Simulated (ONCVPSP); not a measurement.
## In: excitation energies, all-electron against ONCV

- Element: In (Z = 49)
- Generator: ONCVPSP 4.0.1
- Type: optimised norm-conserving Vanderbilt (ONCV)
- Functional: PBE
- Relativity: scalar-relativistic
- Frozen core: [Kr]
- Valence charge: 13
- Reference configuration: 4d10 5s2 5p0.5 (charge +0.5)
- Partial waves: 5s: rc 2.10 bohr, ncon 4, nbas 8, qcut 2.5 1/bohr, 2 projectors, debl 1.3 Ha; 5p: rc 2.80 bohr, ncon 4, nbas 8, qcut 2.6 1/bohr, 2 projectors, debl 1.9 Ha; 4d: rc 1.75 bohr, ncon 4, nbas 9, qcut 7.1 1/bohr, 2 projectors, debl 2.7 Ha
- Local potential: polynomial inside 1.35 bohr (lpopt 5, dvloc0 4 Ha)
- Core correction: Teter function, fcfact 7.4, rcfact 1.7

Energies are relative to the spin-unpolarised reference configuration 4d10 5s2 5p0.5; without spin polarisation the order of configurations can differ from experiment.

| valence configuration | charge | ΔE all-electron (eV) | error AE − PS (meV) |
| --- | --- | --- | --- |
| 4d10 5s1 5p0 | +2 | 22.658 | -73 |
| 4d9 5s2 5p2 | 0 | 16.366 | -111 |

Q: What are ΔE and the potential's error for 4d10 5s2 5p0?

A: ΔE = 3.423 eV all-electron; the error (AE − PS) is -2.7 meV.

Q: What are ΔE and the potential's error for 4d10 5s2 5p1?

A: ΔE = -1.941 eV all-electron; the error (AE − PS) is -0.1 meV.

Note: no bound ghost flagged; GHOST(+) flagged for s at 19.5 eV, p at 83.8 eV.
